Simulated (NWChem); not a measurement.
System: GeHOI, singlet; SMILES [OH][Ge][I]

The following NWChem deck was run.

```
start job
memory heap 200 mb stack 900 mb global 1100 mb
geometry units angstroms noautoz
  Ge     0.332353     1.385087     0.000000
  I      0.030000    -1.162420     0.000000
  O     -1.396945     1.824266     0.000000
  H     -1.532876     2.781345     0.000000
end
basis spherical
  * library def2-svp
end
ecp
  I library def2-ecp
end
dft
  xc b3lyp
  iterations 150
  mulliken
end
task dft energy
```

Low-valent species are run as closed-shell singlets; no triplet was tried in these runs. All runs use the structure optimised with PBE0/def2-SVP. def2 effective core potentials on I; no spin-orbit coupling.

### Question
What results follow from this input? (B3LYP/def2-SVP with def2 effective core potentials on I.) Quantities: energy (Ha); highest occupied level (eV); orbital gap (eV); dipole (D).

### Answer
```yaml
energy (Ha): -2450.41
highest occupied level (eV): -6.87
orbital gap (eV): 4.27
dipole (D): 3.22
```
